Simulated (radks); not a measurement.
Values are calculated unless marked as measured or tabulated.
As IV, configuration [Ar] 3d10 4s2 (the NIST ground configuration). Code: a radial shooting solver on a logarithmic mesh with Libxc functionals. Model: Dirac Kohn-Sham, PBE, spin-unpolarised, spherical densities, point nucleus; speed of light set to 274.072 atomic units (2 times the physical value, a model run).

Spin-orbit splittings of the eigenvalues, e(l+1/2) - e(l-1/2), with zeta = 2 splitting/(2l+1) and mean radii in bohr:

shell  occ.  splitting (eV)  zeta (eV)  <r> j=l-1/2  <r> j=l+1/2
2p        6           8.913      5.942       0.1778       0.1787
3p        6           1.219     0.8127       0.6183       0.6209
3d       10          0.1850    0.07398       0.6693       0.6704
4p        0               ?          ?        2.019        2.025

Estimate the 4p splitting.

Answer. 0.1153 eV (zeta = 0.07686 eV).
